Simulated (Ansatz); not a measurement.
Reactions of `[SiH3][N]([SiH3])[GeH3]`.

Gas-phase electronic energies from Ansatz, PBE0-D4/def2-TZVP geometries. CCSD(T)/CBS is the MP2 limit (def2-TZVPP, def2-QZVPP) plus CCSD(T) − MP2 in def2-TZVPP, frozen cores. This one scheme is used for every species, atoms too. Functionals use def2-TZVPP. B3LYP here is the variant with VWN-RPA as its local correlation; programs differ in this. Open shells (•) are unrestricted, without spin–orbit coupling. Spin–orbit coupling would lower the free atoms: a little for Si; clearly for Ge. For Ge outer-core shells are correlated without core-valence functions, so the limit isn't a true one: a few kJ/mol of doubt a bond, and 10 to 20 or more in all where bonds break to atoms. Scalar relativity is left out up to krypton. Each species was taken in one conformer, which may not be the lowest.

```csv
reaction,CCSD/CBS(def2) (kcal/mol),B3LYP-D4 (kcal/mol),B2PLYP (kcal/mol),ωB97M-V (kcal/mol),CCSD(T)/CBS(def2) (kcal/mol)
`[SiH3][N]([SiH3])[GeH3]` → Ge• + 9 H• + N• + 2 Si•,922.3,926.6,913.8,926.8,931.4
`[SiH3][N]([SiH3])[GeH3]` + `O[SiH](F)S` → `O[SiH](F)[S][GeH3]` + `[SiH3]N[SiH3]`,-8.5,-9.5,-9.2,-9.4,-8.4
`[SiH3][N]([SiH3])[GeH3]` + `O[SiH2]S` → `[SiH3]O[SiH2]S` + `[SiH3][NH][GeH3]`,-10.9,-11.2,-11.7,-10.3,-10.1
`[SiH3][N]([SiH3])[GeH3]` → `[SiH3][SiH2][NH][GeH3]`,15.1,13.8,14.3,15.2,15.0
`[SiH3][N]([SiH3])[GeH3]` + `B[SiH2]OC` → `B[SiH2]OC[SiH3]` + `[SiH3][NH][GeH3]`,19.2,18.3,18.2,18.1,19.2
```

Largest T1 diagnostic: 0.012, for `B[SiH2]OC[SiH3]`.
